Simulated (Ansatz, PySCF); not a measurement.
Breaking the O3–H4 bond in H2OSn (SMILES [OH][SnH]) (multiplicity 1 held, fragments rigid). Energies count from the point at 0.963 Å.
Geometry at that point (charge 0, multiplicity 1):
```xyz
4

Sn    -0.1839    -0.1503     0.1953
H     -1.4552     0.0147    -1.0721
O      1.2153     0.7994    -0.8693
H      0.9260     1.1031    -1.7363
```

Restricted levels (R-, RO-) in cc, def2 and unpolarised 6-31G sets keep to the state of the molecule at rest. Unrestricted levels (U-) break spin symmetry where that is lower. Active spaces are followed from a long bond inwards. Levels need not reach the same state.

Correlated levels freeze the cores. Filled d and f shells under p-block atoms count as core. Rows in LANL2DZ carry no dispersion term and start afresh at each structure. LANL2DZ brings its own core potentials from Na on.

Run with Ansatz (Gaussian basis) for Hartree–Fock, density functionals and correlated methods; PySCF for LANL2DZ rows.  In def2 rows elements past Kr take small-core potentials, without spin–orbit coupling.

Energies in kcal/mol.

```tsv
R (Å)	R-HF/def2-TZVPP	R-B3LYP/LANL2DZ	U-MP2/def2-TZVPP	FIC-MRCISD+Q on CASSCF(4,3)/def2-TZVPP
0.771	30.1	41.6	…	34.2
0.867	4.0	9.3	6.8	6.4
0.963	0.0	0.0	0.0	0.0
1.059	7.5	2.7	4.6	4.9
1.156	20.6	11.5	15.0	15.5
1.300	44.5	29.3	34.7	35.0
1.445	69.0	48.2	72.6	54.6
1.685	105.8	77.0	…	81.3
1.926	135.9	99.9	117.6	98.5
2.215	163.8	119.8	121.7	109.1
2.600	190.0	136.7	123.1	114.1
3.082	210.8	148.4	123.5	115.6
```

Q: Complete the blanks.

A: 
- 1.685, U-MP2/def2-TZVPP: 106.8
- 0.771, U-MP2/def2-TZVPP: 35.5

Doubts at one or more of the structures used: a restricted determinant that unrestricted orbitals would lower (R-HF/def2-TZVPP); a spin-contaminated determinant (U-MP2/def2-TZVPP); active orbitals that take no part (FIC-MRCISD+Q on CASSCF(4,3)/def2-TZVPP).

Ansatz is a quantum-chemistry and plane-wave program.
